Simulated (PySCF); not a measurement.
Some computed properties have been withheld. Give your best values.

C3H5O5S (charge -1).
Structure used (GFN2-xTB), in Å, numbered top down from 1:
```xyz
14
C3H5O5S angstrom
C     -2.1199   -0.3806    0.2331
C     -0.7933    0.1949    0.6805
O     -0.4044    0.2068    1.8238
O     -0.2737    1.0000   -0.2893
C      1.1163    1.0964   -0.2145
S      1.6372   -0.6537   -0.5493
O      2.8307   -0.8922    0.2456
O      1.8686   -0.7126   -1.9863
O      0.4533   -1.4158   -0.1260
H     -1.9114   -1.3391   -0.2322
H     -2.5759    0.2835   -0.4959
H     -2.7683   -0.5235    1.0936
H      1.4697    1.3867    0.7747
H      1.4705    1.7487   -1.0047
```

```csv
property,level,value
point group of the GFN2-xTB geometry,GFN2-xTB,?
"rotational constants A, B, C of the GFN2-xTB geometry",GFN2-xTB,"2.846, 1.116, 1.086 GHz"
HOMO energy,PBE0/pcSseg-1,?
LUMO energy,PBE0/pcSseg-1,4.43 eV
13C chemical shifts (computed TMS as zero) by class,GIAO PBE0/pcSseg-1,"176.8 (C2), 88.2 (C5), 28.3 (C1) ppm"
1H chemical shifts (computed TMS as zero) by class,GIAO PBE0/pcSseg-1,"4.55 (H13/H14), 2.15 (H10/H11/H12) ppm"
"isotropic shieldings of nuclei other than C and H, by class",GIAO PBE0/pcSseg-1,?
```

Gas-phase values; electronic properties from PySCF, density fitting. One conformer (not necessarily the lowest) at the GFN2-xTB geometry, without solvent or vibrations. NMR classes are plain means over equivalent atoms (diastereotopic ones count apart unless rotation or inversion swaps them), as if these changed places fast; in this geometry the members of some classes differ. No diffuse functions stand in pcSseg-1, which bears on an anion's orbital energies.

Question: Give the isotropic shieldings of nuclei other than C and H, by class.

Answer: -88 (O3), 106 (O7/O8/O9), 133 (O4), 186 (S6) ppm.

Question: The point group of the GFN2-xTB geometry?

Answer: C1.

Question: The HOMO energy?

Answer: -2.47 eV.

The rotational constants make it an asymmetric top with κ = (2B − A − C)/(A − C) = -0.97, nearer the prolate limit (−1). With B = h/(8π²I), that is 505.379 GHz u Å² over I, the principal moments of inertia are 177.6, 452.8 and 465.4 u Å² (most abundant isotopes).
